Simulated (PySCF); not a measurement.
C₂H₆MgO, SMILES C[CH2][Mg][OH].

Coordinates come from a ωB97X-D3(BJ)/def2-SVP optimisation. The values are those of a single conformer.

Computed with PySCF with ωB97X-D3(BJ)/def2-SVP.

Frequencies are harmonic and unscaled.

Problem. Give all harmonic wavenumbers and intensities. (The exact figures need the calculation; the answer reports its results.)

Solution. 
| mode | ν (cm⁻¹) | IR (km/mol) | Raman (Å⁴/amu) | depolarisation | moving atoms (share of kinetic energy) |
|---|---|---|---|---|---|
| 1 | 94 | 13.3 | 0.6 | 0.75 | O 31 %, Mg 28 %, C 25 %, H 17 % |
| 2 | 122 | 38.8 | 1.1 | 0.75 | Mg 43 %, H 29 %, O 26 % |
| 3 | 187 | 173.6 | 0.1 | 0.57 | H 80 %, O 12 % |
| 4 | 190 | 139.1 | 0.2 | 0.75 | H 92 %, O 8 % |
| 5 | 233 | 2.6 | 0.0 | – | H 77 %, Mg 12 %, C 10 % |
| 6 | 237 | 12.7 | 1.1 | 0.20 | Mg 37 %, C 34 %, H 25 % |
| 7 | 469 | 7.2 | 23.5 | 0.10 | C 53 %, O 21 %, H 19 % |
| 8 | 556 | 63.4 | 0.8 | 0.75 | H 79 %, C 18 % |
| 9 | 828 | 103.4 | 0.4 | 0.64 | Mg 50 %, O 43 % |
| 10 | 918 | 9.4 | 0.5 | 0.75 | H 93 % |
| 11 | 954 | 10.6 | 4.4 | 0.20 | H 89 %, C 10 % |
| 12 | 1037 | 17.4 | 8.0 | 0.67 | C 77 %, H 23 % |
| 13 | 1196 | 2.0 | 41.0 | 0.10 | H 64 %, C 36 % |
| 14 | 1253 | 5.7 | 1.0 | 0.75 | H 76 %, C 23 % |
| 15 | 1406 | 6.9 | 4.7 | 0.75 | H 82 %, C 18 % |
| 16 | 1444 | 1.0 | 10.7 | 0.73 | H 90 %, C 10 % |
| 17 | 1482 | 1.6 | 15.9 | 0.75 | H 96 % |
| 18 | 1496 | 5.8 | 19.8 | 0.75 | H 97 % |
| 19 | 3033 | 60.3 | 100.4 | 0.12 | H 97 % |
| 20 | 3044 | 18.6 | 132.9 | 0.13 | H 95 % |
| 21 | 3088 | 9.7 | 136.5 | 0.75 | H 91 %, C 9 % |
| 22 | 3107 | 37.0 | 106.0 | 0.69 | H 91 %, C 9 % |
| 23 | 3123 | 43.0 | 33.8 | 0.75 | H 91 %, C 9 % |
| 24 | 4093 | 108.4 | 171.1 | 0.25 | H 94 % |
